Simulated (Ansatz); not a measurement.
Reaction (ligand exchange at the Si–F bond): `F[SiH]1[SiH2][SiH2]1` + HCl → `Cl[SiH]1[SiH2][SiH2]1` + H–F

Program: Ansatz. Geometries: PBE0-D4/def2-TZVP. ΔE: electronic, gas phase. CBS: MP2 limit from def2 TZ/QZ plus the TZ coupled-cluster correction, frozen cores. This one scheme is used for every species. DFT in def2-TZVPP.

`F[SiH]1[SiH2][SiH2]1`:

```xyz
9

F     2.541   -0.010   -0.895
Si    1.313   -0.163    0.121
Si   -0.537    1.211    0.275
Si   -0.761   -1.063   -0.346
H     1.817   -0.575    1.455
H    -0.889    2.061   -0.891
H    -0.944    1.822    1.566
H    -1.339   -2.156    0.477
H    -1.201   -1.127   -1.763
```

HCl:

```xyz
2

Cl    0.516   -0.342    0.159
H    -0.516    0.342   -0.159
```

`Cl[SiH]1[SiH2][SiH2]1`:

Cartesian coordinates in Å:
```
Cl 2.867 0.894 0.161
Si 0.815 0.985 0.220
Si -0.532 -0.207 -1.247
Si -0.491 -0.749 1.039
H 0.366 2.360 0.552
H 0.112 -1.229 -2.108
H -1.690 0.455 -1.899
H 0.175 -2.044 1.325
H -1.623 -0.464 1.957
```

H–F:

Z-matrix (Å, degrees):
```
F
H 1 0.920
```

```csv
level,ΔE (kJ/mol)
PBE0-D4,15.9
SCS-MP2/def2-QZVPP,22.7
```

Question: What does CCSD(T)/CBS give? (An estimate is asked.)

Answer: Computed: +20.6 kJ/mol. The listed levels differ from it by -4.7, 2.1 kJ/mol.

Largest T1 diagnostic among the species: 0.015.

The D4 term adds −6.6 kJ/mol with B3LYP and −3.7 kJ/mol with PBE0; it sums over pairs of atoms, weighted by their polarisabilities, and B3LYP, whose exchange is more repulsive, gets the larger term. Leaving LDA and LC-ωPBE aside and taking each functional with its dispersion term where it has one, the values, not all of them listed here, spread over 17.2 kJ/mol, from revPBE-D4 to CAM-B3LYP-D4. From r2SCAN to r2SCAN0 (25 % exact exchange), in def2-TZVPP and without D4, ΔE moves by −3.0 kJ/mol.

B3LYP here is the variant with VWN-RPA as its local correlation; programs differ in this.
